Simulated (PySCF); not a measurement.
As²⁺ (arsenic, charge +2) across methods

[Ar] 3d10 4s2 4p1, 2P determinant. All numbers are calculated (PySCF 2.14, scalar relativity by spin-free X2C-1e, in aug-cc-pVDZ-DK). The B2PLYP total includes its PT2 part (frozen core); its orbital energies are those of the SCF part.

| method | E (hartree) | mean ε 4s α (eV) | mean ε 4s β (eV) | mean ε 4p α (eV) | Σ⟨r²⟩ (bohr²) | ⟨S²⟩ |
| --- | --- | --- | --- | --- | --- | --- |
| UHF | -2257.91044 | -39.003 | -36.236 | -27.781 | 22.59 | 0.758 |
| wB97X-V | -2259.381 | -37.934 | -36.584 | -26.833 | 22.38 | 0.752 |
| r2SCAN | -2259.534 | -34.305 | -33.137 | -23.668 | 22.28 | 0.754 |
| TPSSh | -2259.507 | -34.572 | -33.233 | -23.892 | 22.31 | 0.752 |
| PBE0 | -2259.295 | -35.375 | -33.990 | -24.539 | 22.34 | 0.753 |
| PBE | -2259.258 | -33.870 | -32.875 | -23.223 | 22.35 | 0.752 |
| B3LYP | -2259.612 | -35.174 | -34.021 | -24.235 | 22.36 | 0.752 |
| LDA | -2256.110 | -34.165 | -33.284 | -23.218 | 22.29 | 0.751 |
| B2PLYP | -2259.143 | -36.764 | -35.000 | -25.667 | 22.44 | 0.754 |
